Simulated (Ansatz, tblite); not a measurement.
Spin states of the cluster Ga2Cl3, each relaxed with r2SCAN-D4/def2-SVP in Ansatz. Electronic energies in the gas phase.

The xTB rows come from tblite. Correlated methods freeze 33 core orbitals; core or outer-core shells of Ga are correlated, in sets that lack core-valence functions. The rows differ in basis, and correlated rows in double-zeta sets carry the largest basis error. The structure comes from a short search, and lower isomers may exist.

Doublet geometry:

Cartesian coordinates in Å:
```
Ga 0.536 1.586 -0.539
Ga -0.386 -0.526 0.496
Cl 1.685 1.456 -2.377
Cl -2.461 -1.072 0.251
Cl 0.626 -1.444 2.170
```

Quartet geometry (Cs within 0.1 Å):

```xyz
5

Ga    0.025   -1.390    1.037
Ga   -0.163    0.597   -0.449
Cl    2.249   -1.353    1.054
Cl   -2.266   -0.150    0.068
Cl    0.155    2.295   -1.710
```

⟨S²⟩: doublet 0.76 at PBE0-D4/def2-TZVP (pure 0.75), quartet 3.76 at PBE0-D4/def2-TZVP (pure 3.75).

Run but left out: HF/STO-3G (doublet: ⟨S²⟩ 1.24, where a pure state has 0.75).

Only these spin states were relaxed.

**Question.** Estimate which spin state lies lowest at each of these levels, and by how much: GFN1-xTB; GFN2-xTB; HF/def2-SVP; HF/def2-TZVP; PBE-D4/def2-TZVP; BLYP-D4/def2-TZVP; r2SCAN-D4/def2-TZVP; PBE0-D4/def2-TZVP; r2SCAN0-D4/def2-TZVP; MP2/def2-SVP; MP2/def2-TZVP; CCSD/def2-SVP.

**Answer.** 
```json
{"level": "GFN1-xTB", "quartet − doublet (kJ/mol)": "528.3", "lowest of these": "doublet"}
{"level": "GFN2-xTB", "quartet − doublet (kJ/mol)": "500.7", "lowest of these": "doublet"}
{"level": "HF/def2-SVP", "quartet − doublet (kJ/mol)": "317.7", "lowest of these": "doublet"}
{"level": "HF/def2-TZVP", "quartet − doublet (kJ/mol)": "315.2", "lowest of these": "doublet"}
{"level": "PBE-D4/def2-TZVP", "quartet − doublet (kJ/mol)": "301.1", "lowest of these": "doublet"}
{"level": "BLYP-D4/def2-TZVP", "quartet − doublet (kJ/mol)": "316.9", "lowest of these": "doublet"}
{"level": "r2SCAN-D4/def2-TZVP", "quartet − doublet (kJ/mol)": "296.2", "lowest of these": "doublet"}
{"level": "PBE0-D4/def2-TZVP", "quartet − doublet (kJ/mol)": "312.5", "lowest of these": "doublet"}
{"level": "r2SCAN0-D4/def2-TZVP", "quartet − doublet (kJ/mol)": "305.0", "lowest of these": "doublet"}
{"level": "MP2/def2-SVP", "quartet − doublet (kJ/mol)": "326.6", "lowest of these": "doublet"}
{"level": "MP2/def2-TZVP", "quartet − doublet (kJ/mol)": "328.4", "lowest of these": "doublet"}
{"level": "CCSD/def2-SVP", "quartet − doublet (kJ/mol)": "329.6", "lowest of these": "doublet"}
```

Change of the quartet − doublet gap on mixing in exact exchange, in kJ/mol: PBE to PBE0 (25 % exact exchange) 11.3; r2SCAN to r2SCAN0 (25 % exact exchange) 8.7. The xTB methods have no term that favours high spin, so they put low spin too low.
